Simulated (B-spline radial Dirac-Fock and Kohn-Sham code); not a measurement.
## Auger parameter of neodymium: the M5 level and its strongest M5-NN line

The computed values come from a radial B-spline solver: multi-electron Dirac-Fock with separately optimised hole states, Breit and Lamb-shift corrections added in first order. The modified Auger parameter α′ is the binding energy plus the kinetic energy of the Auger electron; it does not depend on the energy zero. For free ions it tends to fall with charge, since less charge screens the final holes.

```
            species          configuration  binding 3d5/2 (eV)  Auger line  kinetic (eV)  α′ (eV)
                 Nd           [Xe] 4f4 6s2               982.9    N5N5 J=4         716.4   1699.3
                Nd⁺           [Xe] 4f4 6s1               989.4    N5N5 J=4         708.7   1698.1
                Nd⁺           [Xe] 4f3 6s2              1001.7    N5N5 J=4         699.3   1701.0
               Nd²⁺               [Xe] 4f4               996.9    N5N5 J=4         700.2   1697.1
               Nd³⁺               [Xe] 4f3              1018.2    N5N5 J=4         681.2   1699.4
               Nd³⁺           [Xe] 4f1 6s2              1048.4    N5N5 J=4         661.4   1709.8
Nd³⁺ (Watson 1.6 Å)               [Xe] 4f3               991.4    N5N5 J=4         708.1   1699.5
Nd³⁺ (Watson 2.4 Å)               [Xe] 4f3              1000.2    N5N5 J=4         699.2   1699.4
               Nd⁴⁺               [Xe] 4f2              1042.2    N5N5 J=4         661.2   1703.4
  Nd⁴⁺ (Watson 2 Å)               [Xe] 4f2              1013.4    N5N5 J=4         690.0   1703.4
Nd⁴⁺ (Watson 2.7 Å)               [Xe] 4f2              1020.9    N5N5 J=4         682.5   1703.4
               Nd⁵⁺  [Kr] 4d10 4f2 5s2 5p5              1059.1    N5N5 J=4         644.5   1703.6
               Nd⁶⁺  [Kr] 4d10 4f2 5s2 5p4              1076.8    N5N5 J=4         627.4   1704.2
               Nd⁷⁺  [Kr] 4d10 4f2 5s2 5p3              1095.2    N5N5 J=4         609.7   1705.0
```
